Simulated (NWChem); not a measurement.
System: C4H3ClO; SMILES Clc1ccco1

The following NWChem deck was run.

```
start job
memory heap 200 mb stack 900 mb global 1100 mb
geometry units angstroms noautoz
  Cl    -0.030562    -1.943977     0.000000
  C      0.092407    -0.249953     0.000000
  C      1.172985     0.581420     0.000000
  C      0.624473     1.902901     0.000000
  C     -0.728605     1.754247     0.000000
  O     -1.057237     0.441118     0.000000
  H      2.217555     0.282664     0.000000
  H      1.173209     2.842216     0.000000
  H     -1.560718     2.452560     0.000000
end
basis spherical
  Cl library def2-svp
  C library def2-svp
  O library def2-svp
  H library def2-svp
end
dft
  xc xpbe96 cpbe96
  iterations 150
  mulliken
end
task dft energy
```

The geometry was optimised at PBE0/def2-SVP.

Problem. Predict the main results of this run. (PBE/def2-SVP.) Quantities: basis functions; energy (Ha); highest occupied level (eV); orbital gap (eV); dipole (D).

Solution. 
```json
{
  "number_of_basis_functions": "103",
  "energy (Ha)": "-688.85",
  "highest occupied level (eV)": "-5.45",
  "orbital gap (eV)": "4.71",
  "dipole (D)": "1.25"
}
```
